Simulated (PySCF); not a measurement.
Question: Write Cartesian coordinates for `C=C[C@H](C)C(=O)[O-]` as optimised with GFN2-xTB. (Charge -1.)

Answer: 
```
atom  x, y, z in Å
C1     1.496    1.365   -0.865
C2     0.546    0.908   -0.055
C3    -0.190   -0.353   -0.216
C4    -1.672   -0.222    0.107
C5     0.474   -1.410    0.847
O6     0.150   -1.238    2.020
O7     1.209   -2.247    0.326
H8     2.055    2.264   -0.650
H9     1.772    0.838   -1.764
H10    0.311    1.458    0.851
H11   -0.034   -0.775   -1.214
H12   -2.187   -1.161   -0.093
H13   -2.146    0.568   -0.483
H14   -1.784    0.007    1.166
```

Any rigid rotation of these coordinates is as good. Atoms count from 1 in this order. C1 (terminal =CH2 carbon) is planar (angles 122.3°, 121.5° and 116.1°, sum 360.0°, 0.01 Å off the plane of its three neighbours). The C–C distances run from 1.330 Å (C1=C2, drawn double) to 1.640 Å (C3–C5, drawn single), a spread of 0.310 Å. C5 (carboxylate carbon) is planar (angles 131.1°, 114.9° and 114.0°, sum 360.0°, 0.00 Å off the plane of its three neighbours). Of the pairs four or more bonds apart, O6···H14 is among the closest relative to their van der Waals radii: 2.45 Å, 90 % of the sum of Bondi's values.

Bonds between heavy atoms (Å): C1=C2 1.330, C2–C3 1.469, C3–C4 1.523, C3–C5 1.640, C5=O6 1.229, C5–O7 1.229.

Computed geometry: GFN2-xTB, gas phase.

Point group: C1 (no symmetry element, even within 0.4 Å). GFN2-xTB frequencies: not computed here. Torsions: C1–C2–C3–C4 -139°, C2–C3–C5–O6 76°.

One conformer stands for the species.
